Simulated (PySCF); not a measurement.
How methods differ on the excitation energy of Br⁺

Br⁺ [Ar] 3d10 4s2 4p4 (3P) → Br⁺ [Ar] 3d10 4s1 4p5 (3P), as a difference of total energies. All numbers are calculated (PySCF 2.14, scalar relativity through the core potential, in aug-cc-pwCVDZ-PP with ECP10MDF (6s5p4d1f, 48 functions)). Correlated levels: valence: 3s2 3p6 3d10 frozen. The calculations carry no spin-orbit coupling.

```json
{"method": "UHF", "excitation energy (eV)": "14.267"}
{"method": "MP2 (valence)", "excitation energy (eV)": "13.107"}
{"method": "SCS-MP2 (valence)", "excitation energy (eV)": "12.939"}
{"method": "CCSD (valence)", "excitation energy (eV)": "11.888"}
{"method": "CCSD(T) (valence)", "excitation energy (eV)": "11.645"}
```

**Question.** How much does correlation contribute at CCSD(T) (valence)?

**Answer.** 11.645 − (14.267) = -2.622 eV, measured against UHF.

Errors of the correlated levels include the incompleteness of this basis and the frozen core.

The coupled-cluster amplitudes are large for the upper state (T1 above 0.03 or a double amplitude above 0.15), so a single reference is strained.

For comparison: 11.924 eV (measured; NIST levels, between the centres of gravity of the two terms).
